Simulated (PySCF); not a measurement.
```xyz
3

Zn     0.0000     0.0000     0.0000
H      1.5379     0.0625     0.1757
H     -1.5379    -0.0625    -0.1757
```

Charge 0, multiplicity 1.

Give the Mulliken and meta-Löwdin atomic charges from TPSSh-D3(BJ)/def2-TZVP // BP86-D3(BJ)/def2-SVP in PySCF.


```json
[
 {"atom": "Zn1", "Mulliken (e)": "0.11", "meta-Löwdin (e)": "0.88"},
 {"atom": "H2", "Mulliken (e)": "-0.05", "meta-Löwdin (e)": "-0.44"},
 {"atom": "H3", "Mulliken (e)": "-0.05", "meta-Löwdin (e)": "-0.44"}
]
```
